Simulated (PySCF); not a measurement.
How methods differ on the ionisation energy of Xe⁺

Xe⁺ [Kr] 4d10 5s2 5p5 (2P) → Xe²⁺ [Kr] 4d10 5s2 5p4 (3P), as a difference of total energies. Calculation: PySCF 2.14, in aug-cc-pVTZ-PP with one added diffuse shell each of d, f type with ECP28MDF (6s5p5d3f, 67 functions); a scalar-relativistic core potential. Correlated levels: valence: 4s2 4p6 4d10 frozen. The calculations carry no spin-orbit coupling.

**Question.** Order these methods by the ionisation energy they give, lowest first.
A. r2SCAN
B. PBE
C. MP2 (valence)
D. LDA

**Answer.** C (20.812 eV), B (21.054 eV), A (21.119 eV), D (21.365 eV).

The reference lies between the lowest fine-structure levels, while these numbers refer to the centres of the terms.

Errors of the correlated levels include the incompleteness of this basis and the frozen core.

For comparison: 20.975 eV (semi-empirical (NIST evaluation); NIST Atomic Spectra Database, ionization energies).
